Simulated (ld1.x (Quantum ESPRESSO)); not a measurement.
Scattering properties, RRKJ potential for iron

* Element: iron (Fe)
* Generator: ld1.x (Quantum ESPRESSO) 7.5
* Type: norm-conserving RRKJ (Kleinman–Bylander form)
* Functional: PW91
* Relativity: scalar-relativistic
* Frozen core: [Ne]
* Valence charge: 16
* Reference configuration: 3s2 3p6 3d6 4s2 4p0
* Partial waves: 3p (bound): rc 0.75 bohr; 3d (bound): rc 1.20 bohr; 3s (bound): rc 1.10 bohr
* Local potential: the s channel
* Core correction: a·sin(br)/r model core inside 0.60 bohr

Occupied shells without a wave of their own: 4s. They enter only through the test configuration that unscreens the potential, and ld1.x also counts them in the model core charge.

The phase is arctan(r·u′/u) with u = r·R(r), unwrapped; energies in Ry, scanned from -9 to 5 Ry. A pole is an energy at which the radial function vanishes at the test radius. The pseudo phase is shifted by a multiple of π to meet the all-electron one at the reference energy, and phase errors are pseudo minus all-electron; the curves can meet again beyond the range given. Levels narrower than the energy grid can be missing from the lists of poles.

Q: For each channel, where are the poles, and over which energies does the pseudopotential scatter like the atom?

A:

```csv
channel,radius (bohr),reference energy (Ry),"poles, all-electron","poles, pseudo",unbroken range about the reference energy with phases within 0.05 rad,phase error 1 Ry above the reference energy (rad)
s,1.30,-6.91,-5.24,-5.27,below 1.0,-0.002
p,1.30,-4.42,-2.45,-2.48,below 4.4,-0.001
d,1.30,-0.56,1.74,1.76,the whole range,+0.001
```

The potential misses its own reference levels by up to 0.3 eV. ld1.x takes every shell without a wave as core, so the model core holds the 4s electrons as well and exchange and correlation see them twice. This cancels in the reference configuration, but the file is broken for other ones, and its errors say nothing about a proper core correction.

Phases in the s channel:

| E (Ry) | all-electron | pseudo |
| --- | --- | --- |
| -9.00 | 0.858 | 0.848 |
| -8.52 | 0.593 | 0.580 |
| -8.04 | 0.054 | 0.041 |
| -7.56 | -0.666 | -0.670 |
| -7.08 | -1.111 | -1.111 |
| -6.60 | -1.329 | -1.329 |
| -6.12 | -1.450 | -1.451 |
| -5.64 | -1.526 | -1.528 |
| -5.16 | -1.579 | -1.582 |
| -4.68 | -1.619 | -1.623 |
| -4.20 | -1.651 | -1.656 |
| -3.72 | -1.677 | -1.684 |
| -3.24 | -1.700 | -1.709 |
| -2.76 | -1.722 | -1.732 |
| -2.28 | -1.741 | -1.754 |
| -1.80 | -1.760 | -1.776 |
| -1.32 | -1.779 | -1.797 |
| -0.84 | -1.798 | -1.820 |
| -0.36 | -1.817 | -1.844 |
| 0.12 | -1.837 | -1.870 |
| 0.60 | -1.859 | -1.899 |
| 1.08 | -1.882 | -1.932 |
| 1.56 | -1.908 | -1.971 |
| 2.04 | -1.937 | -2.017 |
| 2.52 | -1.969 | -2.073 |
| 3.00 | -2.007 | -2.144 |
| 3.48 | -2.052 | -2.236 |
| 3.96 | -2.105 | -2.358 |
| 4.44 | -2.170 | -2.524 |
| 4.92 | -2.251 | -2.749 |
